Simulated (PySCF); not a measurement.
SbH (triplet state).
SMILES: `[SbH]`

Method used: PBE0-D3(BJ)/def2-SVP geometry optimisation, gas phase, def2 core potentials past Kr (PySCF 2.14.0).

Take the most abundant isotopes and a rigid rotor. 

**Question.** What are the moment of inertia and the rotational constant?

**Answer.** I = 2.974 u·Å², B = 505379 MHz·u·Å²/I = 169929 MHz (5.6682 cm⁻¹, or 8.155 K as hB/k). For two atoms I = μr² with μ = 0.9995 u and r = 1.7250 Å.

If the electronic state has orbital angular momentum about the axis (Π, Δ; not determined here), the simple ladder of levels BJ(J+1) doesn't apply.

Stationary, but not proved a minimum. ⟨S²⟩ = 2.006 (exact for a triplet: 2.00). These are rigid-rotor constants of the computed structure; measured ground-state constants (B0) also hold zero-point vibration.

***

Species: CBr4.
InChI=1S/CBr4/c2-1(3,4)5

Method: PBE0-D3(BJ)/def2-SVP geometry optimisation, gas phase in PySCF.

Masses are those of the commonest isotopes; rigid-rotor values at the optimised geometry. 

**Question.** Give the principal moments of inertia and the rotational constants in GHz.

**Answer.** Ia = 787.20, Ib = 787.46, Ic = 787.98 u·Å²; 505379 MHz·u·Å²/I gives 642.0, 641.8 and 641.4 MHz, that is A = 0.6420, B = 0.6418, C = 0.6414 GHz.

**Question.** What kind of rotor is it?

**Answer.** A spherical top, as the point group Td requires three equal moments; the computed ones differ by 0.10 % because the geometry is symmetric only within the optimiser's tolerance.

The point group Td allows no dipole (computed: 0.00 D), so a rigid rotor has no electric-dipole lines.

Stationary, but not proved a minimum. No vibrational averaging or centrifugal distortion is included, and the geometry carries the error of its method.
